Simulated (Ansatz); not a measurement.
C3H7FSi can be A, `C[Si@H]1C[C@H]1F`, or B, `C=C(F)C[SiH3]`.

Gas-phase electronic energies from Ansatz, PBE0-D4/def2-TZVP geometries. CCSD(T)/CBS is the MP2 limit (def2-TZVPP, def2-QZVPP) plus CCSD(T) − MP2 in def2-TZVPP, frozen cores. Functionals use def2-TZVPP. B3LYP here is the variant with VWN-RPA as its local correlation; programs differ in this. One conformer a species, not always the lowest.

(1) Which is lower in electronic energy at CCSD(T)/CBS, and by how much? (Best estimate.)

(2) Give E(B) − E(A) in kcal/mol with ωB97M-V, B2PLYP, r2SCAN-D4, HF/def2-TZVPP, CCSD/def2-TZVPP, B3LYP-D4, B3LYP. (An estimate is asked.)

Largest T1 diagnostic: 0.012.

## Answers

(1) The calculation gave: B, by 8.9 kcal/mol.

(2) Computed: ωB97M-V -7.6, B2PLYP -9.9, r2SCAN-D4 -7.0, HF/def2-TZVPP -16.3, CCSD/def2-TZVPP -10.2, B3LYP-D4 -10.6, B3LYP -10.4. None reverses the order clearly.

In def2-TZVPP, CCSD(T) changes the Hartree–Fock value by +6.4 kcal/mol (the triples alone add +0.3 kcal/mol) and MP2 by +8.2 kcal/mol.
